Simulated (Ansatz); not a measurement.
Job for Ansatz (a first-principles code): R-PBE/def2-TZVPP on Br2 (SMILES BrBr).

Ansatz 0.2 input:
```yaml
crystal:
  periodic: [false, false, false]
  atoms:
    - {symbol: Br, position_ang: [-0.00000000, -0.00000000, -1.15786911]}
    - {symbol: Br, position_ang: [0.00000000, 0.00000000, 1.15786911]}
basis:
  gaussian:
    orbitals: def2-TZVPP
hamiltonian:
  xc: {name: PBE}
scf: {lower_state_search: off}
```

### Question
Give the final energy of this run.

### Answer
-5147.5328 hartree.
